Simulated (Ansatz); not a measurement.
Cartesian coordinates (Å):
```xyz
3

F     -1.5996    -0.4437     0.0000
In     0.0082     0.6682     0.0000
F      1.6710    -0.3598     0.0000
```
Charge 0, spin multiplicity 2.

Method: frozen-core CCSD(T)/def2-TZVPP // M06-2X/def2-TZVP in Ansatz (an electronic-structure program).

```yaml
HF energy: -388.22466 Ha
MP2 correlation energy: -0.76202 Ha
```

Estimate the CCSD correlation energy, the (T) correction, the total energy and the T1 diagnostic.


- CCSD correlation energy: -0.75386 Ha
- (T) correction: -0.02248 Ha
- CCSD(T) total energy: -389.00099 Ha
- T1 diagnostic: 0.021
